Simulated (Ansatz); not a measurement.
`[SH][SnH2][SH]` + H₂ → `[SH][SnH3]` + H₂S  (hydrogenolysis of the Sn–S bond)

Program: Ansatz. Geometries: PBE0-D4/def2-TZVP. ΔE: electronic, gas phase. CCSD(T)/CBS adds triple-zeta CCSD(T) − MP2 to the extrapolated MP2 energy (def2 sets, frozen cores). This one scheme is used for every species. Functionals use def2-TZVPP. Elements past krypton have def2 core potentials. For Sn outer-core shells are correlated without core-valence functions, which leaves a few kJ/mol of doubt a bond. Each species was taken in one conformer, which may not be the lowest.

Question: Is it downhill or uphill in electronic energy at CCSD(T)/CBS, and by how much? (Best estimate.)

Answer: Ansatz gave: Uphill: ΔE = +0.50 eV.

Question: What do these levels give: r2SCANh-D4, ωB97X-V, ωB97M-V, HF/def2-SVP, HF/def2-QZVPP, MP2/def2-QZVPP? (Estimate.)

Answer: Computed: r2SCANh-D4 0.48, ωB97X-V 0.40, ωB97M-V 0.42, HF/def2-SVP 0.18, HF/def2-QZVPP 0.25, MP2/def2-QZVPP 0.58 eV.

Question: What do rigid-rotor, harmonic-oscillator terms from PBE0-D4/def2-TZVP frequencies (298.15 K, 1 bar) make of the CCSD(T)/CBS value? (Estimate.)

Answer: The calculation gave: ΔZPE = +0.07 eV, ΔH = +0.53 eV, ΔS = 12 J/(mol·K), ΔG = +0.49 eV. Modes under 50 cm⁻¹ make the entropy rough.

Largest T1 diagnostic among the species: 0.012.

At CCSD(T), def2-SVP lies −0.20 eV from the extrapolated value and def2-TZVPP −0.10 eV. From BLYP to BHLYP (50 % exact exchange), in def2-TZVPP and without D4, ΔE moves by −0.07 eV. Leaving LDA and LC-ωPBE aside and taking each functional with its dispersion term where it has one, the values, not all of them listed here, spread over 0.16 eV, from CAM-B3LYP-D4 to revPBE-D4. LDA lies −0.05 eV from PBE without D4.
